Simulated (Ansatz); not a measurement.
Start from `C[CH2][Ga]([OH])[OH]` and change one atom or group to get `[CH3][Ga]([OH])[OH]`.

Ansatz, PBE0-D4/def2-TZVP geometries, multiplicity 1. Each molecule was computed in one conformer, which needn't be the lowest.

Scalar relativity is left out up to krypton.

| property | `C[CH2][Ga]([OH])[OH]` |
| --- | --- |
| LUMO energy (B3LYP/def2-TZVPP) / eV | -0.59 |
| HOMO–LUMO gap (ωB97M-V/def2-TZVPP) / eV | 11.86 |
| HOMO energy (PBE0/def2-TZVPP) / eV | -8.24 |
| LUMO energy (PBE0/def2-TZVPP) / eV | -0.22 |
| HOMO energy (ωB97M-V/def2-TZVPP) / eV | -10.48 |
| size of the dipole moment (B3LYP/def2-TZVPP) / D | 0.40 |

(1) What does the change do to each property? (Estimate.)

## Answers

(1) Computed: 
```
                                        property  `[CH3][Ga]([OH])[OH]`  shift
             LUMO energy (B3LYP/def2-TZVPP) / eV                  -0.60  -0.01
         HOMO–LUMO gap (ωB97M-V/def2-TZVPP) / eV                  12.41   0.55
              HOMO energy (PBE0/def2-TZVPP) / eV                  -8.53  -0.29
              LUMO energy (PBE0/def2-TZVPP) / eV                  -0.23  -0.01
           HOMO energy (ωB97M-V/def2-TZVPP) / eV                 -11.02  -0.54
size of the dipole moment (B3LYP/def2-TZVPP) / D                   0.52   0.12
```

Dipoles are sizes alone; their direction can turn.

B3LYP here is the variant with VWN-RPA as its local correlation; programs differ in this.
